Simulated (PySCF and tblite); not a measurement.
Values are calculated unless marked as measured or tabulated.
Stationary points of imidazole-4-carboxaldehyde at GFN2-xTB, in Å:

Structure A

```
 1 O     2.692    0.595   -0.498
 2 C     1.844    0.099    0.201
 3 C     0.428    0.089   -0.071
 4 C    -0.315    0.602   -1.123
 5 N    -1.623    0.345   -0.941
 6 C    -1.708   -0.310    0.190
 7 N    -0.503   -0.494    0.760
 8 H     2.112   -0.410    1.152
 9 H     0.041    1.134   -1.982
10 H    -2.626   -0.661    0.619
11 H    -0.304   -0.965    1.629
```

Structure B

```
 1 O     2.388   -0.718    0.908
 2 C     1.835    0.100    0.208
 3 C     0.416    0.134   -0.038
 4 C    -0.389    0.971   -0.792
 5 N    -1.674    0.584   -0.702
 6 C    -1.682   -0.465    0.086
 7 N    -0.451   -0.781    0.515
 8 H     2.395    0.902   -0.306
 9 H    -0.103    1.817   -1.384
10 H    -2.566   -1.009    0.357
11 H    -0.163   -1.532    1.124
```

Structure C

```
 1 O     2.670   -0.598   -0.314
 2 C     1.859    0.108    0.217
 3 C     0.408    0.096   -0.057
 4 C    -0.349    0.788   -0.970
 5 N    -1.656    0.468   -0.826
 6 C    -1.716   -0.397    0.142
 7 N    -0.488   -0.659    0.654
 8 H     2.165    0.866    0.970
 9 H    -0.024    1.488   -1.712
10 H    -2.613   -0.855    0.507
11 H    -0.256   -1.306    1.391
```

Level: PBE0/pcSseg-1 + D3(BJ) on GFN2-xTB stationary points, with GFN2-xTB thermal terms.

Q: Which structure is a saddle point, and along which motion?

A: C: one imaginary mode (199i cm⁻¹ at GFN2-xTB, mostly on H8, O1, C2), along the rotation about the C3–C2 bond (torsion C4–C3–C2–O1 from -180° to 0°, rising).

Q: Give their symmetry and energies above the lowest.

A: A Cs, 4.1 kcal/mol; B Cs, 0.0 kcal/mol; C C1, 15.2 kcal/mol.
